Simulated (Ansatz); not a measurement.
Reaction (formal exchange of groups at the Se–In bond): `C[Se][In]([F])[F]` + `CC` → `CC[Se]C` + `[F][InH][F]`

Gas-phase electronic energies from Ansatz, PBE0-D4/def2-TZVP geometries. CCSD(T)/CBS is the MP2 limit (def2-TZVPP, def2-QZVPP) plus CCSD(T) − MP2 in def2-TZVPP, frozen cores. This one scheme is used for every species. def2 core potentials past Kr. For In, Se outer-core shells are correlated without core-valence functions, which leaves a few kJ/mol of doubt a bond. Scalar relativity is left out up to krypton. One conformer a species, not always the lowest.

```json
{"species": "`C[Se][In]([F])[F]`", "CCSD(T)/CBS(def2) energy (Eh)": "-2830.05920"}
{"species": "`CC`", "CCSD(T)/CBS(def2) energy (Eh)": "-79.71954"}
{"species": "`CC[Se]C`", "CCSD(T)/CBS(def2) energy (Eh)": "-2519.67925"}
{"species": "`[F][InH][F]`", "CCSD(T)/CBS(def2) energy (Eh)": "-390.04654"}
```

(1) Work out ΔE.

(2) What do rigid-rotor, harmonic-oscillator terms from PBE0-D4/def2-TZVP frequencies (298.15 K, 1 bar) make of the CCSD(T)/CBS value? (Estimate.)

Largest T1 diagnostic among the species: 0.017.

Answers

(1) ΔE = (-2519.67925) + (-390.04654) − (-2830.05920) − (-79.71954) = 0.05295 Eh = +33.2 kcal/mol.

(2) The calculation gave: ΔZPE = -2.3 kcal/mol, ΔH = +30.4 kcal/mol, ΔS = -4 J/(mol·K), ΔG = +30.7 kcal/mol. Modes under 50 cm⁻¹ make the entropy rough.

At CCSD(T), def2-SVP lies +1.5 kcal/mol from the extrapolated value and def2-TZVPP −1.6 kcal/mol. In def2-TZVPP, CCSD(T) changes the Hartree–Fock value by −3.3 kcal/mol (the triples alone add −0.2 kcal/mol) and MP2 by −2.6 kcal/mol.
